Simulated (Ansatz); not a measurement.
`BC[SiH](N)F` and `N[SiH2]C[SiH](N)F` differ in one atom or group.

Ansatz, PBE0-D4/def2-TZVP geometries, multiplicity 1. Each molecule was computed in one conformer, which needn't be the lowest.

| property | `BC[SiH](N)F` |
| --- | --- |
| HOMO–LUMO gap (B3LYP/def2-TZVPP) / eV | 6.40 |
| HOMO energy (PBE/def2-TZVPP) / eV | -6.63 |
| HOMO–LUMO gap (PBE0/def2-TZVPP) / eV | 6.89 |
| HOMO–LUMO gap (PBE/def2-TZVPP) / eV | 4.42 |
| HOMO–LUMO gap (ωB97M-V/def2-TZVPP) / eV | 11.24 |
| HOMO energy (PBE0/def2-TZVPP) / eV | -8.10 |

Question: Give the same properties after the change, and the shifts. (An estimate is asked.)

Answer: The calculation gave: 
| property | `N[SiH2]C[SiH](N)F` | shift |
| --- | --- | --- |
| HOMO–LUMO gap (B3LYP/def2-TZVPP) / eV | 7.52 | 1.12 |
| HOMO energy (PBE/def2-TZVPP) / eV | -6.20 | 0.43 |
| HOMO–LUMO gap (PBE0/def2-TZVPP) / eV | 8.04 | 1.15 |
| HOMO–LUMO gap (PBE/def2-TZVPP) / eV | 5.76 | 1.34 |
| HOMO–LUMO gap (ωB97M-V/def2-TZVPP) / eV | 11.80 | 0.56 |
| HOMO energy (PBE0/def2-TZVPP) / eV | -7.65 | 0.45 |

With PBE0 the HOMO rises by 0.45 eV and the LUMO rises by 1.61 eV, so the gap widens by about 1.16 eV. PBE moves the HOMO by 0.43 eV and ωB97M-V by 0.58 eV.

Positive LUMOs are unbound, so they and the gaps depend on the basis.

B3LYP here is the variant with VWN-RPA as its local correlation; programs differ in this.
